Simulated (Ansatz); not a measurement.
Ansatz results at the PBE0-D4/def2-TZVP geometry: LUMO energy (B3LYP/def2-TZVPP) -2.29 eV; size of the dipole moment (B3LYP/def2-TZVPP) 1.04 D; size of the dipole moment (ωB97M-V/def2-TZVPP) 1.12 D.

(1) Which molecule gave them?
A. `C=[C]1[AlH][SiH2]1`
B. `NC([SiH3])S`
C. `C1=N[AsH]1`
D. `CC(=N)CI`

## Answers

(1) A. The others give `NC([SiH3])S`: -0.17, 1.58, 1.59; `C1=N[AsH]1`: -1.23, 1.97, 2.00; `CC(=N)CI`: -1.63, 2.47, 2.47.

B3LYP here is the variant with VWN-RPA as its local correlation; programs differ in this.
